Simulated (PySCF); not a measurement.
Bromine: a sound run and one with changed settings

Sound run: Br [Ar] 3d10 4s2 4p5, Br⁺ [Ar] 3d10 4s2 4p4. Computed with PySCF 2.14 in x2c-SVPall (5s4p3d, 32 functions), with scalar relativity by spin-free X2C-1e. In the sound run the correlated levels freeze [Ar] 3d10. The sound run starts from symmetry-adapted Hartree-Fock orbitals and uses a fine grid where one is needed.

Changed run: a valence shell is frozen. This setting is unsound on purpose.

```
species   method  sound run (hartree)  changed run (hartree)  converged
     Br      MP2          -2604.05483            -2604.02173        yes
     Br  CCSD(T)          -2604.07064            -2604.03159        yes
    Br⁺      MP2          -2603.63875            -2603.59901        yes
    Br⁺  CCSD(T)          -2603.65586            -2603.60744        yes
```

Ionisation energy of Br:

```json
{"method": "UHF", "sound run (eV)": "10.763", "changed run (eV)": "10.763"}
{"method": "MP2", "sound run (eV)": "11.322", "changed run (eV)": "11.503"}
{"method": "SCS-MP2", "sound run (eV)": "11.304", "changed run (eV)": "11.548"}
{"method": "CCSD", "sound run (eV)": "11.282", "changed run (eV)": "11.535"}
{"method": "CCSD(T)", "sound run (eV)": "11.287", "changed run (eV)": "11.542"}
```

Freezing a valence shell removes pair correlation that changes on ionisation.

For comparison, NIST gives 11.814 eV between the lowest levels.
